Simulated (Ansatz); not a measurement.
Program: Ansatz. Geometries: PBE0-D4/def2-TZVP. ΔE: electronic, gas phase. CCSD(T)/CBS is the MP2 limit (def2-TZVPP, def2-QZVPP) plus CCSD(T) − MP2 in def2-TZVPP, frozen cores. This one scheme is used for every species. Functionals use def2-TZVPP. For Ga outer-core shells are correlated without core-valence functions, which leaves a few kJ/mol of doubt a bond. Scalar relativity is left out up to krypton. One conformer a species, not always the lowest.

Reaction (redistribution): `[AlH2][SiH2][SiH3]` + `[BH2][GaH2]` → `[AlH2][SiH2][SiH2][GaH2]` + BH₃

```
    level  ΔE (eV)
revPBE-D4    -0.41
 BHLYP-D4    -0.43
```

What does CCSD(T)/CBS give? (An estimate is asked.)

Ansatz gave: -0.38 eV. The listed levels differ from it by -0.03, -0.05 eV.

What do rigid-rotor, harmonic-oscillator terms from PBE0-D4/def2-TZVP frequencies (298.15 K, 1 bar) make of the CCSD(T)/CBS value? (Estimate.)

Computed: ΔZPE = 0.00 eV, ΔH = -0.35 eV, ΔS = -5 J/(mol·K), ΔG = -0.34 eV. Modes under 50 cm⁻¹ make the entropy rough.

Largest T1 diagnostic among the species: 0.014.

The D4 term adds −0.07 eV with B3LYP and −0.04 eV with PBE0; it sums over pairs of atoms, weighted by their polarisabilities, and B3LYP, whose exchange is more repulsive, gets the larger term. In def2-TZVPP, CCSD(T) changes the Hartree–Fock value by −0.05 eV (the triples alone add −0.02 eV) and MP2 by −0.10 eV.

B3LYP here is the variant with VWN-RPA as its local correlation; programs differ in this.
